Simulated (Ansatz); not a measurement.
# Molecular dynamics of ClF3H3NTa

The input (input.yaml):

```yaml
crystal:
  periodic: [false, false, false]
  atoms:
    - { symbol: Ta, position_ang: [-0.133184, -0.023834, -0.086723] }
    - { symbol: Cl, position_ang: [2.158603, -0.406715, -0.017293] }
    - { symbol: F, position_ang: [-0.268622, -0.38312, 1.773818] }
    - { symbol: "N", position_ang: [-0.193281, -0.137813, -2.058598] }
    - { symbol: H, position_ang: [-0.858586, -0.686583, -2.57529] }
    - { symbol: H, position_ang: [0.465607, 0.281256, -2.693957] }
    - { symbol: F, position_ang: [-0.428921, 1.796835, 0.092351] }
    - { symbol: F, position_ang: [-1.578203, -1.205385, -0.21889] }
    - { symbol: H, position_ang: [6.016588, 0.765359, 0.17458] }
magnetization:
  spin_polarized: true
  initial_magnetization: 1
basis:
  gaussian: { orbitals: def2-SVP }
hamiltonian:
  xc: hf
md:
  timestep: 0.5
  n_steps: 200
  ensemble: nve
  temperature: 300.0
  initial_velocities: maxwell_boltzmann
  seed: 9426
```

Run as:

```bash
$ ansatz run input.yaml --threads 4 --pin off --max-ram 5120MiB --backend cpu --events-out ev --progress --plain --runs-dir out
```

It starts at the highest image of a converged band. Of that band: The profile has 2 maxima (images 2, 6) with wells between them (image 5): this band takes more than one step, which may be the mechanism or a detour left from its start path. A structure lower than the last end lies on the path between it and the top, so the climb from that side starts below the end, which may itself be a saddle point or a shallow side well. A vibrational analysis at the climbing image gives one clearly imaginary mode, 93i cm⁻¹: a first-order saddle point.

Output, in part (one step line in 3, the closing report, with atoms numbered from 0):

```
md step     0: t =     0.00 fs  T =   300.0 K  F+E_penalty+E_count = -23678.43511420 eV  E_kin = 0.271446 eV  conserved = -23678.16366820 eV  (55 SCF iters)
md step     3: t =     1.50 fs  T =   265.8 K  F+E_penalty+E_count = -23678.40338287 eV  E_kin = 0.240479 eV  conserved = -23678.16290417 eV  (34 SCF iters)
md step     6: t =     3.00 fs  T =   241.3 K  F+E_penalty+E_count = -23678.38110868 eV  E_kin = 0.218312 eV  conserved = -23678.16279619 eV  (33 SCF iters)
md step     9: t =     4.50 fs  T =   243.9 K  F+E_penalty+E_count = -23678.38404964 eV  E_kin = 0.220659 eV  conserved = -23678.16339102 eV  (34 SCF iters)
md step    12: t =     6.00 fs  T =   213.3 K  F+E_penalty+E_count = -23678.35576804 eV  E_kin = 0.193029 eV  conserved = -23678.16273937 eV  (34 SCF iters)
md step    15: t =     7.50 fs  T =   219.8 K  F+E_penalty+E_count = -23678.36181949 eV  E_kin = 0.198914 eV  conserved = -23678.16290537 eV  (34 SCF iters)
md step    18: t =     9.00 fs  T =   242.0 K  F+E_penalty+E_count = -23678.38257013 eV  E_kin = 0.218992 eV  conserved = -23678.16357847 eV  (34 SCF iters)
md step    21: t =    10.50 fs  T =   205.6 K  F+E_penalty+E_count = -23678.34885699 eV  E_kin = 0.186058 eV  conserved = -23678.16279940 eV  (34 SCF iters)
md step    24: t =    12.00 fs  T =   192.5 K  F+E_penalty+E_count = -23678.33711434 eV  E_kin = 0.174174 eV  conserved = -23678.16294029 eV  (34 SCF iters)
md step    27: t =    13.50 fs  T =   190.0 K  F+E_penalty+E_count = -23678.33536769 eV  E_kin = 0.171920 eV  conserved = -23678.16344763 eV  (34 SCF iters)
md step    30: t =    15.00 fs  T =   151.5 K  F+E_penalty+E_count = -23678.29968236 eV  E_kin = 0.137125 eV  conserved = -23678.16255775 eV  (34 SCF iters)
md step    33: t =    16.50 fs  T =   170.6 K  F+E_penalty+E_count = -23678.31743011 eV  E_kin = 0.154373 eV  conserved = -23678.16305754 eV  (34 SCF iters)
md step    36: t =    18.00 fs  T =   197.3 K  F+E_penalty+E_count = -23678.34189561 eV  E_kin = 0.178491 eV  conserved = -23678.16340491 eV  (33 SCF iters)
md step    39: t =    19.50 fs  T =   184.4 K  F+E_penalty+E_count = -23678.32961631 eV  E_kin = 0.166848 eV  conserved = -23678.16276863 eV  (33 SCF iters)
md step    42: t =    21.00 fs  T =   197.4 K  F+E_penalty+E_count = -23678.34183330 eV  E_kin = 0.178628 eV  conserved = -23678.16320488 eV  (34 SCF iters)
md step    45: t =    22.50 fs  T =   188.8 K  F+E_penalty+E_count = -23678.33421653 eV  E_kin = 0.170797 eV  conserved = -23678.16341946 eV  (34 SCF iters)
md step    48: t =    24.00 fs  T =   143.3 K  F+E_penalty+E_count = -23678.29226972 eV  E_kin = 0.129700 eV  conserved = -23678.16257006 eV  (33 SCF iters)
md step    51: t =    25.50 fs  T =   150.6 K  F+E_penalty+E_count = -23678.29943560 eV  E_kin = 0.136246 eV  conserved = -23678.16318970 eV  (34 SCF iters)
md step    54: t =    27.00 fs  T =   152.1 K  F+E_penalty+E_count = -23678.30082012 eV  E_kin = 0.137630 eV  conserved = -23678.16319006 eV  (33 SCF iters)
md step    57: t =    28.50 fs  T =   138.6 K  F+E_penalty+E_count = -23678.28811370 eV  E_kin = 0.125368 eV  conserved = -23678.16274619 eV  (34 SCF iters)
md step    60: t =    30.00 fs  T =   156.6 K  F+E_penalty+E_count = -23678.30498671 eV  E_kin = 0.141684 eV  conserved = -23678.16330225 eV  (34 SCF iters)
md step    63: t =    31.50 fs  T =   142.5 K  F+E_penalty+E_count = -23678.29230815 eV  E_kin = 0.128979 eV  conserved = -23678.16332951 eV  (33 SCF iters)
md step    66: t =    33.00 fs  T =   102.0 K  F+E_penalty+E_count = -23678.25488434 eV  E_kin = 0.092278 eV  conserved = -23678.16260623 eV  (33 SCF iters)
md step    69: t =    34.50 fs  T =   107.4 K  F+E_penalty+E_count = -23678.26052562 eV  E_kin = 0.097196 eV  conserved = -23678.16332962 eV  (32 SCF iters)
md step    72: t =    36.00 fs  T =    95.2 K  F+E_penalty+E_count = -23678.24903709 eV  E_kin = 0.086154 eV  conserved = -23678.16288355 eV  (34 SCF iters)
md step    75: t =    37.50 fs  T =   103.2 K  F+E_penalty+E_count = -23678.25617282 eV  E_kin = 0.093410 eV  conserved = -23678.16276286 eV  (34 SCF iters)
md step    78: t =    39.00 fs  T =   145.9 K  F+E_penalty+E_count = -23678.29538650 eV  E_kin = 0.132006 eV  conserved = -23678.16338062 eV  (32 SCF iters)
md step    81: t =    40.50 fs  T =   150.4 K  F+E_penalty+E_count = -23678.29919913 eV  E_kin = 0.136087 eV  conserved = -23678.16311236 eV  (34 SCF iters)
md step    84: t =    42.00 fs  T =   147.4 K  F+E_penalty+E_count = -23678.29624965 eV  E_kin = 0.133367 eV  conserved = -23678.16288261 eV  (33 SCF iters)
md step    87: t =    43.50 fs  T =   157.7 K  F+E_penalty+E_count = -23678.30611225 eV  E_kin = 0.142697 eV  conserved = -23678.16341498 eV  (32 SCF iters)
md step    90: t =    45.00 fs  T =   134.2 K  F+E_penalty+E_count = -23678.28418054 eV  E_kin = 0.121446 eV  conserved = -23678.16273499 eV  (34 SCF iters)
md step    93: t =    46.50 fs  T =   145.3 K  F+E_penalty+E_count = -23678.29435726 eV  E_kin = 0.131495 eV  conserved = -23678.16286216 eV  (34 SCF iters)
md step    96: t =    48.00 fs  T =   180.3 K  F+E_penalty+E_count = -23678.32651813 eV  E_kin = 0.163162 eV  conserved = -23678.16335592 eV  (32 SCF iters)
md step    99: t =    49.50 fs  T =   180.7 K  F+E_penalty+E_count = -23678.32650102 eV  E_kin = 0.163536 eV  conserved = -23678.16296453 eV  (32 SCF iters)
md step   102: t =    51.00 fs  T =   188.3 K  F+E_penalty+E_count = -23678.33346990 eV  E_kin = 0.170404 eV  conserved = -23678.16306624 eV  (34 SCF iters)
md step   105: t =    52.50 fs  T =   188.4 K  F+E_penalty+E_count = -23678.33391174 eV  E_kin = 0.170471 eV  conserved = -23678.16344106 eV  (32 SCF iters)
md step   108: t =    54.00 fs  T =   148.7 K  F+E_penalty+E_count = -23678.29715864 eV  E_kin = 0.134511 eV  conserved = -23678.16264776 eV  (34 SCF iters)
md step   111: t =    55.50 fs  T =   152.1 K  F+E_penalty+E_count = -23678.30055858 eV  E_kin = 0.137581 eV  conserved = -23678.16297764 eV  (34 SCF iters)
md step   114: t =    57.00 fs  T =   168.6 K  F+E_penalty+E_count = -23678.31575082 eV  E_kin = 0.152534 eV  conserved = -23678.16321678 eV  (34 SCF iters)
md step   117: t =    58.50 fs  T =   171.1 K  F+E_penalty+E_count = -23678.31756686 eV  E_kin = 0.154841 eV  conserved = -23678.16272557 eV  (34 SCF iters)
md step   120: t =    60.00 fs  T =   205.7 K  F+E_penalty+E_count = -23678.34944540 eV  E_kin = 0.186120 eV  conserved = -23678.16332562 eV  (34 SCF iters)
md step   123: t =    61.50 fs  T =   208.7 K  F+E_penalty+E_count = -23678.35210753 eV  E_kin = 0.188812 eV  conserved = -23678.16329551 eV  (33 SCF iters)
md step   126: t =    63.00 fs  T =   181.8 K  F+E_penalty+E_count = -23678.32720270 eV  E_kin = 0.164477 eV  conserved = -23678.16272588 eV  (34 SCF iters)
md step   129: t =    64.50 fs  T =   189.8 K  F+E_penalty+E_count = -23678.33485178 eV  E_kin = 0.171718 eV  conserved = -23678.16313349 eV  (34 SCF iters)
md step   132: t =    66.00 fs  T =   191.2 K  F+E_penalty+E_count = -23678.33613212 eV  E_kin = 0.173036 eV  conserved = -23678.16309626 eV  (34 SCF iters)
md step   135: t =    67.50 fs  T =   192.9 K  F+E_penalty+E_count = -23678.33722172 eV  E_kin = 0.174549 eV  conserved = -23678.16267281 eV  (34 SCF iters)
md step   138: t =    69.00 fs  T =   233.5 K  F+E_penalty+E_count = -23678.37473299 eV  E_kin = 0.211316 eV  conserved = -23678.16341740 eV  (34 SCF iters)
md step   141: t =    70.50 fs  T =   234.6 K  F+E_penalty+E_count = -23678.37545040 eV  E_kin = 0.212248 eV  conserved = -23678.16320235 eV  (34 SCF iters)
md step   144: t =    72.00 fs  T =   212.5 K  F+E_penalty+E_count = -23678.35514221 eV  E_kin = 0.192286 eV  conserved = -23678.16285650 eV  (34 SCF iters)
md step   147: t =    73.50 fs  T =   208.4 K  F+E_penalty+E_count = -23678.35182908 eV  E_kin = 0.188556 eV  conserved = -23678.16327346 eV  (34 SCF iters)
md step   150: t =    75.00 fs  T =   180.5 K  F+E_penalty+E_count = -23678.32625686 eV  E_kin = 0.163309 eV  conserved = -23678.16294764 eV  (34 SCF iters)
md step   153: t =    76.50 fs  T =   170.1 K  F+E_penalty+E_count = -23678.31662549 eV  E_kin = 0.153927 eV  conserved = -23678.16269816 eV  (34 SCF iters)
md step   156: t =    78.00 fs  T =   197.6 K  F+E_penalty+E_count = -23678.34223321 eV  E_kin = 0.178786 eV  conserved = -23678.16344769 eV  (33 SCF iters)
md step   159: t =    79.50 fs  T =   189.4 K  F+E_penalty+E_count = -23678.33429082 eV  E_kin = 0.171395 eV  conserved = -23678.16289553 eV  (34 SCF iters)
md step   162: t =    81.00 fs  T =   192.2 K  F+E_penalty+E_count = -23678.33695267 eV  E_kin = 0.173866 eV  conserved = -23678.16308660 eV  (34 SCF iters)
md step   165: t =    82.50 fs  T =   191.4 K  F+E_penalty+E_count = -23678.33648661 eV  E_kin = 0.173164 eV  conserved = -23678.16332294 eV  (34 SCF iters)
md step   168: t =    84.00 fs  T =   158.9 K  F+E_penalty+E_count = -23678.30663912 eV  E_kin = 0.143820 eV  conserved = -23678.16281875 eV  (34 SCF iters)
md step   171: t =    85.50 fs  T =   155.9 K  F+E_penalty+E_count = -23678.30393723 eV  E_kin = 0.141072 eV  conserved = -23678.16286571 eV  (61 SCF iters)
md step   174: t =    87.00 fs  T =   175.1 K  F+E_penalty+E_count = -23678.32177548 eV  E_kin = 0.158462 eV  conserved = -23678.16331353 eV  (34 SCF iters)
md step   177: t =    88.50 fs  T =   173.8 K  F+E_penalty+E_count = -23678.32007405 eV  E_kin = 0.157291 eV  conserved = -23678.16278308 eV  (34 SCF iters)
md step   180: t =    90.00 fs  T =   197.3 K  F+E_penalty+E_count = -23678.34172750 eV  E_kin = 0.178483 eV  conserved = -23678.16324424 eV  (34 SCF iters)
md step   183: t =    91.50 fs  T =   198.8 K  F+E_penalty+E_count = -23678.34319636 eV  E_kin = 0.179885 eV  conserved = -23678.16331131 eV  (32 SCF iters)
md step   186: t =    93.00 fs  T =   169.0 K  F+E_penalty+E_count = -23678.31569153 eV  E_kin = 0.152904 eV  conserved = -23678.16278704 eV  (34 SCF iters)
md step   189: t =    94.50 fs  T =   168.2 K  F+E_penalty+E_count = -23678.31527889 eV  E_kin = 0.152154 eV  conserved = -23678.16312508 eV  (34 SCF iters)
md step   192: t =    96.00 fs  T =   162.4 K  F+E_penalty+E_count = -23678.31004901 eV  E_kin = 0.146911 eV  conserved = -23678.16313816 eV  (34 SCF iters)
md step   195: t =    97.50 fs  T =   155.6 K  F+E_penalty+E_count = -23678.30347576 eV  E_kin = 0.140796 eV  conserved = -23678.16267984 eV  (34 SCF iters)
md step   198: t =    99.00 fs  T =   189.2 K  F+E_penalty+E_count = -23678.33454950 eV  E_kin = 0.171178 eV  conserved = -23678.16337197 eV  (34 SCF iters)
md step   200: t =   100.00 fs  T =   194.3 K  F+E_penalty+E_count = -23678.33912302 eV  E_kin = 0.175823 eV  conserved = -23678.16329958 eV  (75 SCF iters)
Total energy: -23678.33912302 eV, -870.1629130164 hartree
Atom 0 at    -0.136184    -0.015531    -0.079011 Å, force    -0.569582     0.119198    -0.587109 eV/Å
Atom 1 at     2.185758    -0.380978    -0.103398 Å, force    -0.365775     0.197370    -0.103182 eV/Å
Atom 2 at    -0.092322    -0.429138     1.790700 Å, force    -0.223129     0.176300    -0.552131 eV/Å
Atom 3 at    -0.276133    -0.156290    -2.061499 Å, force    -0.035756    -0.572946     0.066419 eV/Å
Atom 4 at    -0.935245    -0.781644    -2.535500 Å, force     0.624844     0.635456     0.351481 eV/Å
Atom 5 at     0.379046     0.249975    -2.719711 Å, force    -0.298419    -0.189652     0.142419 eV/Å
Atom 6 at    -0.597241     1.799830    -0.011018 Å, force     0.384736    -0.679951     0.369046 eV/Å
Atom 7 at    -1.593027    -1.205813    -0.179904 Å, force     0.483128     0.314224     0.313078 eV/Å
Atom 8 at     7.043624    -0.428161     2.739919 Å, force    -0.000046     0.000002    -0.000021 eV/Å
Dipole moment:     0.037703     0.033123    -0.706806 e Å
```

The run went to its last step. The conserved energy stayed within 0.14 meV per atom of its start (net change 0.041 meV per atom), so the integration is sound. A run of 0.1 ps of so small a system gives no equilibrium averages.

Between its relaxed ends the band would form Cl2–H9 and break Ta1–Cl2. These pairs go: Cl2–H9 4.04 → 5.63 Å, Ta1–Cl2 2.32 → 2.35 Å. In the last frame they stand as before the step (other bonds may differ from the relaxed reactants and products). It ends as ClF3H2NTa + H. Pairs count as bonded within 1.25 times the sum of covalent radii (0.12 Å more for H–H).

Last frame:

```xyz
9
Properties=species:S:1:pos:R:3
Ta -0.136 -0.015 -0.079
Cl 2.186 -0.381 -0.103
F -0.092 -0.429 1.791
N -0.276 -0.156 -2.062
H -0.935 -0.782 -2.535
H 0.379 0.250 -2.720
F -0.597 1.800 -0.011
F -1.593 -1.206 -0.180
H 7.044 -0.428 2.740
```

Time of the run: 5.1 min on 4 threads of Arm Neoverse V2, on a shared host, peak memory 0.4 GiB.
